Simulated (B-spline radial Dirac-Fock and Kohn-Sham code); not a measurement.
**X-ray form factors of technetium in several charge states**

Model: Dirac-Fock orbitals of the configuration average with a finite nucleus. Program: a radial atomic solver.

Configurations: Tc⁶⁺ [Kr] 4d1; Tc⁹⁺ [Ar] 3d10 4s2 4p4; Tc¹¹⁺ [Ar] 3d10 4s2 4p2; Tc¹³⁺ [Ar] 3d10 4s2; Tc¹⁴⁺ [Ar] 3d10 4s1. The first column is f₀ of Tc⁶⁺, the others are differences from it.

```
s (Å⁻¹)    Tc⁶⁺  Δ Tc⁹⁺  Δ Tc¹¹⁺  Δ Tc¹³⁺  Δ Tc¹⁴⁺
      0  37.000  -3.000   -5.000   -7.000   -8.000
    0.1  35.835  -2.610   -4.412   -6.237   -7.163
    0.2  32.828  -1.690   -2.991   -4.365   -5.095
    0.3  29.053  -0.742   -1.457   -2.277   -2.754
    0.4  25.454  -0.113   -0.355   -0.693   -0.929
    0.5  22.465  +0.150   +0.181   +0.156   +0.097
    0.7  18.137  +0.100   +0.212   +0.338   +0.409
    0.9  14.880  -0.033   -0.030   -0.009   +0.024
    1.1  12.095  -0.059   -0.107   -0.157   -0.174
    1.4   8.920  -0.027   -0.057   -0.098   -0.124
```

Values without a named source are computed, but for edge energies of neutral atoms, which are taken from tables.
